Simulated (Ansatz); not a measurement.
One change: `CC(C)OB(O)F` becomes `CC(C)[O][AlH2]`.

Ansatz, PBE0-D4/def2-TZVP geometries, multiplicity 1. Each molecule was computed in one conformer, which needn't be the lowest.

```
                                        property  `CC(C)OB(O)F`
           HOMO–LUMO gap (B3LYP/def2-TZVPP) / eV           8.69
size of the dipole moment (B3LYP/def2-TZVPP) / D           1.78
              LUMO energy (PBE0/def2-TZVPP) / eV           0.67
           HOMO energy (ωB97M-V/def2-TZVPP) / eV         -11.02
           LUMO energy (ωB97M-V/def2-TZVPP) / eV           1.98
         HOMO–LUMO gap (ωB97M-V/def2-TZVPP) / eV          13.00
```

(1) What does the change do to each property? (Estimate.)

Answers

(1) The calculation gave: 
| property | `CC(C)[O][AlH2]` | shift |
| --- | --- | --- |
| HOMO–LUMO gap (B3LYP/def2-TZVPP) / eV | 6.51 | -2.18 |
| size of the dipole moment (B3LYP/def2-TZVPP) / D | 1.20 | -0.58 |
| LUMO energy (PBE0/def2-TZVPP) / eV | -0.90 | -1.57 |
| HOMO energy (ωB97M-V/def2-TZVPP) / eV | -10.12 | 0.90 |
| LUMO energy (ωB97M-V/def2-TZVPP) / eV | 0.67 | -1.31 |
| HOMO–LUMO gap (ωB97M-V/def2-TZVPP) / eV | 10.79 | -2.21 |

With PBE0 the HOMO rises by 0.81 eV and the LUMO falls by 1.57 eV, so the gap narrows by about 2.38 eV. PBE moves the HOMO by 0.67 eV and ωB97M-V by 0.90 eV. Dipoles are sizes alone; their direction can turn.

B3LYP here is the variant with VWN-RPA as its local correlation; programs differ in this.
